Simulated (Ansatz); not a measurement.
Br3ClTi (`[Cl][Ti]([Br])([Br])[Br]`), 5 atoms. Charge 0, multiplicity 1. Correlated methods include outer-core shells of Br, Ti, which these sets cover unevenly. Scalar relativity is left out up to krypton. All runs use 4 threads of an Arm Neoverse V2 on a shared host. Correlated methods freeze the cores.

Give the basis size and wall time and peak host memory of each of these runs in Ansatz. RKS r2SCAN-D4/def2-TZVPP energy and forces; RKS PBE0-D4/def2-SVP energy; RKS PBE0-D4/def2-QZVPP energy; RKS ωB97M-V/def2-SVP energy; RHF-CCSD(T)/def2-SVP energy; RKS PBE0-D4/def2-TZVP relaxation (4 steps); RHF-MP2/def2-QZVPP energy; RKS CAM-B3LYP-D4/def2-TZVPP energy; direct RPA on PBE orbitals/def2-TZVPP energy; RKS PBE-D4/def2-TZVPP energy and forces; RKS PBE0-D4/def2-TZVP frequencies; RKS PBE0-D4/def2-TZVPP energy. (An estimate is asked.)

Ansatz gave: Other jobs shared the machine, so times are rough.

```csv
level,job,functions,wall time,peak host memory (GiB)
RKS PBE0-D4/def2-SVP,energy,145,3.4 s,0.48
RKS PBE-D4/def2-TZVPP,energy and forces,250,4.5 s,0.49
RKS PBE0-D4/def2-TZVPP,energy,250,9 s,1.5
direct RPA on PBE orbitals/def2-TZVPP,energy,250,9.5 s,0.7
RKS CAM-B3LYP-D4/def2-TZVPP,energy,250,11 s,1.7
RKS r2SCAN-D4/def2-TZVPP,energy and forces,250,12 s,0.53
RKS ωB97M-V/def2-SVP,energy,145,13 s,0.69
RKS PBE0-D4/def2-QZVPP,energy,430,23 s,3.3
RHF-CCSD(T)/def2-SVP,energy,145,36 s,1
RHF-MP2/def2-QZVPP,energy,430,36 s,2.7
RKS PBE0-D4/def2-TZVP,relaxation (4 steps),226,52 s,1.2
RKS PBE0-D4/def2-TZVP,frequencies,226,4.1 min,1.2
```
